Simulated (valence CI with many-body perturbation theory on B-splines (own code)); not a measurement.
## E1 transitions of Ca¹⁴⁺

Calculated by relativistic CI+MBPT: four valence electrons over a frozen Dirac-Fock core [He], a basis of 11 s, 11 p, 10 d, 8 f, 5 g, 2 h functions for each j, with the one-electron correlation potential Σ1 (screened to all orders), the two-electron term Σ2, the three-electron term Σ3, Breit, model QED; selected single and double excitations, second order for the rest, scaled by the run's own slope (own B-spline code, finite nucleus).

No measured spectrum was set against this ion. As an estimate, levels of excited configurations hold to 0.05 to 0.15 % of their energy, terms of the ground configuration to about 0.5 %. Among the levels kept, up to 880 cm⁻¹ of a level comes from second order outside the variational space, and about a tenth of that is noise between levels of different J, which matters for small intervals.

Lines 1 to 50 of 568 in falling wavelength, among levels below 646.25 eV, chosen from the strongest by gf and those to the six lowest levels. Wavelengths and rates use the calculated energies, so an error of 400 cm⁻¹ moves a line at 106.9 nm by 0.43 % and its rate by three times that or more. Electric multipoles are in the length gauge with retardation, E1 and E2 with the static RPA response of the core. Weak lines are less certain than strong ones. Lines between different terms over intervals too small for the method are left out, as are lines whose strength nearly cancels. The highest levels of a list are the least certain.

Names give the largest LS component (configuration and term), which can be under half, so a name can repeat, a term be missing and a line seem to break the LS rules; names also repeat where a configuration has a term twice. Letters in brackets count levels of one name in rising energy.

```
λ vac (nm)              Upper              Lower   A (s⁻¹)  S (a.u.) with core polarisation  S without
     106.9         2p³3p ³P_1        2p³3s ³S°_1  2.19e+08                         3.95e-01   3.95e-01
     104.6         2p³3p ³P_2        2p³3s ³S°_1  2.22e+08                         6.27e-01   6.27e-01
     99.03  2s2p²3p ¹D°_2 [a]       2s2p²3s ¹D_2  2.00e+08                         4.80e-01   4.80e-01
     94.06         2p³3p ¹F_3        2p³3s ¹D°_2  4.74e+08                         1.36e+00   1.36e+00
     88.04   2s2p²3d ³D_3 [b]  2s2p²3p ³P°_2 [b]  1.23e+08                         2.91e-01   2.91e-01
     87.55         2p³3p ³D_2        2p³3s ³D°_2  4.61e+08                         7.63e-01   7.63e-01
     87.08      2s2p²3p ¹F°_3       2s2p²3s ¹D_2  4.72e+08                         1.08e+00   1.08e+00
     86.39         2p³3p ³D_3        2p³3s ³D°_3  5.72e+08                         1.27e+00   1.27e+00
     86.12       2s2p²3d ⁵P_3      2s2p²3p ⁵S°_2  1.87e+08                         4.13e-01   4.13e-01
     86.07  2s2p²3p ³D°_3 [a]   2s2p²3s ³P_2 [a]  4.76e+08                         1.05e+00   1.05e+00
     84.56  2s2p²3p ³D°_2 [a]   2s2p²3s ³P_1 [a]  4.62e+08                         6.89e-01   6.89e-01
     83.80  2s2p²3p ³D°_1 [a]   2s2p²3s ³P_0 [a]  3.37e+08                         2.94e-01   2.94e-01
     83.62  2s2p²3p ¹P°_1 [b]       2s2p²3s ¹S_0  3.98e+08                         3.44e-01   3.44e-01
     82.80   2s²2p3p ³D_1 [a]      2s²2p3s ³P°_1  3.56e+08                         2.99e-01   2.99e-01
     81.91       2s2p²3d ⁵P_2      2s2p²3p ⁵S°_2  3.04e+08                         4.13e-01   4.13e-01
     81.08       2s²2p3p ³S_1      2s²2p3s ¹P°_1  3.23e+08                         2.55e-01   2.55e-01
     80.04       2s2p²3d ⁵P_1      2s2p²3p ⁵S°_2  3.69e+08                         2.80e-01   2.80e-01
     79.58  2s2p²3p ¹P°_1 [a]       2s2p²3s ¹D_2  4.99e+08                         3.72e-01   3.72e-01
     79.51         2p³3p ³F_2        2p³3s ³D°_1  8.83e+08                         1.10e+00   1.10e+00
     79.03   2s2p²3d ³F_4 [b]  2s2p²3p ³D°_3 [b]  3.56e+08                         7.80e-01   7.80e-01
     78.54         2p³3p ⁵P_1        2p³3s ⁵S°_2  8.57e+08                         6.15e-01   6.15e-01
     77.49  2s2p²3p ³P°_1 [a]   2s2p²3s ³P_2 [a]  4.17e+08                         2.87e-01   2.88e-01
     77.14         2p³3p ⁵P_2        2p³3s ⁵S°_2  8.95e+08                         1.01e+00   1.01e+00
     77.04         2p³3p ³F_3        2p³3s ³D°_2  9.47e+08                         1.50e+00   1.50e+00
     77.03   2s2p²3d ³F_3 [b]  2s2p²3p ³D°_2 [b]  3.98e+08                         6.28e-01   6.28e-01
     76.84         2p³3p ³F_4        2p³3s ³D°_3  1.04e+09                         2.09e+00   2.09e+00
     76.42      2s2p²3p ⁵D°_2       2s2p²3s ⁵P_2  3.36e+08                         3.70e-01   3.70e-01
     76.07        2p³3d ⁵D°_3         2p³3p ⁵P_3  2.75e+08                         4.18e-01   4.19e-01
     75.91       2s2p²3d ⁵F_5      2s2p²3p ⁵D°_4  7.38e+08                         1.75e+00   1.75e+00
     75.80       2s2p²3d ⁵F_2      2s2p²3p ⁵D°_2  2.33e+08                         2.51e-01   2.51e-01
     75.67        2p³3d ⁵D°_4         2p³3p ⁵P_3  8.44e+08                         1.63e+00   1.63e+00
     75.55   2s2p²3d ³F_2 [b]  2s2p²3p ³D°_1 [b]  3.67e+08                         3.90e-01   3.90e-01
     75.00  2s2p²3p ³S°_1 [a]       2s2p²3s ⁵P_1  5.11e+08                         3.19e-01   3.19e-01
     74.96  2s2p²3p ³P°_2 [a]   2s2p²3s ³P_2 [a]  6.92e+08                         7.20e-01   7.20e-01
     74.74      2s2p²3p ³F°_2       2s2p²3s ³D_1  4.73e+08                         4.87e-01   4.88e-01
     74.73  2s2p²3p ³D°_3 [c]   2s2p²3s ³P_2 [b]  7.47e+08                         1.08e+00   1.08e+00
     74.26       2s2p²3d ⁵F_4      2s2p²3p ⁵D°_3  7.49e+08                         1.36e+00   1.36e+00
     74.05         2p³3p ⁵P_3        2p³3s ⁵S°_2  1.05e+09                         1.47e+00   1.47e+00
     73.85       2s2p²3d ³G_3  2s2p²3p ¹D°_2 [a]  1.77e+08                         2.46e-01   2.46e-01
     73.51       2s2p²3d ⁵F_2      2s2p²3p ⁵D°_1  2.47e+08                         2.42e-01   2.42e-01
     73.39      2s2p²3p ⁵P°_2       2s2p²3s ⁵P_3  3.33e+08                         3.25e-01   3.25e-01
     73.33   2s2p²3d ³D_3 [b]  2s2p²3p ³D°_3 [b]  2.67e+08                         3.64e-01   3.64e-01
     73.16        2p³3d ⁵D°_2         2p³3p ⁵P_2  5.32e+08                         5.14e-01   5.14e-01
     73.06        2p³3d ⁵D°_3         2p³3p ⁵P_2  6.22e+08                         8.38e-01   8.39e-01
     72.90   2s2p²3d ³F_4 [c]  2s2p²3p ³D°_3 [c]  7.15e+08                         1.23e+00   1.23e+00
     72.67       2s2p²3d ⁵F_3      2s2p²3p ⁵D°_2  7.09e+08                         9.41e-01   9.41e-01
     72.40   2s2p²3d ³D_3 [c]  2s2p²3p ³P°_2 [c]  7.93e+08                         1.04e+00   1.04e+00
     72.22       2s2p²3d ³G_5      2s2p²3p ³F°_4  8.97e+08                         1.83e+00   1.83e+00
     72.02   2s2p²3d ¹F_3 [b]  2s2p²3p ¹D°_2 [b]  7.44e+08                         9.60e-01   9.59e-01
     72.02        2p³3d ⁵D°_1         2p³3p ⁵P_1  6.42e+08                         3.55e-01   3.55e-01
```
